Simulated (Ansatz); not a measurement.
Level of theory: frozen-core CCSD(T)/def2-TZVPP // CAM-B3LYP-D3(BJ)/def2-TZVP (Ansatz, a program for electronic structure).

Ansatz 0.2 input:
```yaml
crystal:
  periodic: [false, false, false]
  atoms:
    - { symbol: N, position_ang: [-0.909517, -0.1116, 0.25051] }
    - { symbol: In, position_ang: [0.824394, 0.983228, 0.065401] }
    - { symbol: Cl, position_ang: [2.761509, -0.369205, -0.10822] }
    - { symbol: H, position_ang: [-1.763475, 0.402011, 0.073007] }
    - { symbol: H, position_ang: [-0.904385, -0.941749, -0.332813] }
basis:
  gaussian: { orbitals: def2-TZVPP }
correlation:
  method: ccsd_t
magnetization:
  spin_polarized: true
  initial_magnetization: 1
```

Output:

```
Functional definition: HF
1083 factors; integrals over basis functions are off by at most 9.8e-4 eV
mean field evaluation 1: about -19164.1130 eV, gradient 2.8e1 eV
mean field evaluation 2: about -19164.1163 eV, gradient 2.8e1 eV
mean field evaluation 4: about -19167.9268 eV, gradient 2.6e0 eV
mean field evaluation 8: about -19168.0561 eV, gradient 2.0e-1 eV
mean field evaluation 16: about -19168.0273 eV, gradient 1.1e0 eV
mean field evaluation 32: about -19166.1399 eV, gradient 4.0e0 eV
mean field evaluation 64: about -19163.9506 eV, gradient 3.7e0 eV
mean field evaluation 96: about -19164.7124 eV, gradient 6.4e0 eV
mean field -19168.05733384 eV, -704.4131144426 hartree, gradient 7.3e-6 eV, S^2 0.767049; 2 other end points of the search recorded, 0 dependent functions left out
determinant -19168.05733384 eV, -704.4131144426 hartree, with singles and doubles -19186.76632821 eV, -705.1006573045 hartree
determinant -19164.73808706 eV, -704.2911343735 hartree, with singles and doubles -19183.20505824 eV, -704.9697830470 hartree
10 core orbitals not correlated
reference -19168.05733384 eV, -704.4131144426 hartree; 14, 13 occupied and 127, 128 virtual orbitals, 1083 factors
second order -18.17673385 eV of doubles, -0.00000000 eV of singles
cycle   1  -18.61285184 eV  change   -6.5e-1 eV  update   2.4e-2
cycle   2  -18.64465869 eV  change   -3.2e-2 eV  update   6.7e-3
cycle   3  -18.64619298 eV  change   -1.5e-3 eV  update   4.0e-3
cycle   4  -18.64774861 eV  change   -1.6e-3 eV  update   2.0e-3
cycle   5  -18.64881867 eV  change   -1.1e-3 eV  update   1.2e-3
cycle   6  -18.64922359 eV  change   -4.0e-4 eV  update   6.0e-4
cycle   7  -18.64922840 eV  change   -4.8e-6 eV  update   3.3e-4
cycle   8  -18.64930160 eV  change   -7.3e-5 eV  update   1.6e-4
cycle   9  -18.64924660 eV  change    5.5e-5 eV  update   8.0e-5
cycle  10  -18.64921769 eV  change    2.9e-5 eV  update   3.1e-5
perturbative correction -0.70704620 eV, -0.0259834684 hartree
Total energy: -19187.41359773 eV, -705.1244440204 hartree
```

Cost: about 3 core-minutes (a rough figure).
